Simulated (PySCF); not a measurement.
These compounds are isomers of formula C7H11O2P.

A. SMILES C#CCP1(=O)CCOCC1
B. SMILES CO[C@H]1C=C[P@@](C)(=O)C=C1
C. SMILES CC(=O)P1CCC(=O)CC1
D. `C1CP(C#CC)(=O)CCO1`

Spectrum 1. ¹H NMR (400 MHz, computed): δ 7.12 (m, 2H), 6.51 (m, 2H), 3.65 (m, 1H), 3.65 (s, 3H), 1.29 (m, 3H). ¹³C{¹H} NMR (computed): δ 154.7 (CH), 136.0 (CH), 80.7 (CH), 59.7 (CH3), 19.1 (CH3).

Spectrum 2. ¹H NMR (400 MHz, computed): δ 4.33 (m, 2H), 3.55 (m, 2H), 2.17 (s, 3H), 2.04 (m, 2H), 1.77 (m, 2H). ¹³C{¹H} NMR (computed): δ 109.5 (C), 81.6 (C), 69.7 (CH2), 38.5 (CH2), 5.3 (CH3).

Spectrum 3. ¹H NMR (400 MHz, computed): δ 4.38 (m, 2H), 4.19 (m, 2H), 2.76 (m, 2H), 2.37 (m, 2H), 1.58 (t, 1H), 1.24 (m, 2H). ¹³C{¹H} NMR (computed): δ 82.4 (C), 79.2 (CH), 67.4 (CH2), 30.7 (CH2), 26.0 (CH2).

Spectrum 4. ¹H NMR (400 MHz, computed): δ 2.50 (m, 3H), 2.31 (m, 4H), 2.16 (m, 4H). ¹³C{¹H} NMR (computed): δ 230.7 (C), 213.8 (C), 38.3 (CH2), 32.2 (CH3), 18.2 (CH2).

Computational details: NMR shieldings at PBE0/pcSseg-1/GIAO, geometry from GFN2-xTB, in PySCF 2.14.0 with density-fitted response routines (non-relativistic Hamiltonian, in vacuum, a single conformation, averaged over atoms made equivalent by symmetry, fast rotation or ring inversion).

References, each an isolated molecule treated in the same way: ¹H (σref 31.72) and ¹³C (σref 186.93) against TMS. Splittings of carbon signals by F and P are missing where no couplings were computed. Where no couplings were computed, multiplicities follow the n + 1 count of equivalent neighbours, and m marks all less simple cases (inequivalent or close neighbours, rings, F or P nearby). Shifts are as computed. Against solution values, carbons near 30 ppm lie about +3 ppm off and those near 130 ppm about +5 ppm. Of 1211 compounds with measured shifts, 218 miss one by over three times the rms of a fit or turn the order of signals round; such compounds aren't used in these exercises.

Match each spectrum to its structure.

Answers

1–B, 2–D, 3–A, 4–C.

- Spectrum 1 (B): 5 ¹³C signals; δC 154.7 is an alkene CH; δC 136.0 is an alkene CH.
- Spectrum 2 (D): 5 ¹³C signals; δC 81.6 is an alkyne carbon; δC 69.7 is an sp3 CH2 bonded to O.
- Spectrum 3 (A): 5 ¹³C signals; δC 82.4 is an alkyne carbon; δC 79.2 is a terminal alkyne carbon.
- Spectrum 4 (C): 5 ¹³C signals; δC 213.8 is a ketone carbonyl carbon; δC 38.3 is an sp3 CH2 α to a carbonyl.
